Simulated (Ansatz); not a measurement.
`CN(C)B(F)S`, relaxed with RKS PBE0-D4/def2-TZVP in the Gaussian-basis code of Ansatz from a GFN2-xTB geometry. The force threshold is 0.005 eV/Å; the program also tests the step.

The species carries charge 0 and has multiplicity 1.

Start:

```xyz
13

C     0.351    1.104   -1.099
N     0.026    0.066   -0.142
C    -0.261   -1.206   -0.770
B    -0.002    0.286    1.227
F     0.283    1.507    1.705
S    -0.414   -1.017    2.429
H    -0.487    1.258   -1.784
H     0.559    2.034   -0.577
H     1.230    0.816   -1.682
H    -1.108   -1.104   -1.454
H    -0.504   -1.949   -0.015
H     0.608   -1.548   -1.339
H    -0.281   -0.247    3.499
```

| step | energy (eV) | largest force (eV/Å) | largest move (Å) |
| --- | --- | --- | --- |
| 1 | -17901.8840 | 0.494 | 0.000 |
| 2 | -17901.8954 | 0.247 | 0.016 |
| 3 | -17901.8976 | 0.035 | 0.008 |
| 4 | -17901.8976 | 0.027 | 0.004 |
| 5 | -17901.8976 | 0.004 | 0.002 |

End:

```xyz
13

C     0.353    1.110   -1.094
N     0.026    0.065   -0.151
C    -0.263   -1.207   -0.762
B    -0.002    0.291    1.225
F     0.282    1.512    1.704
S    -0.415   -1.033    2.419
H    -0.477    1.278   -1.791
H     0.560    2.041   -0.571
H     1.236    0.838   -1.684
H    -1.115   -1.128   -1.446
H    -0.504   -1.955   -0.006
H     0.598   -1.569   -1.336
H    -0.279   -0.242    3.493
```

It took 17 s on 2 threads of an AMD EPYC 7R13 on a shared host and a share of an NVIDIA H100 80 GB, with 0.88 GiB of host memory at the peak.
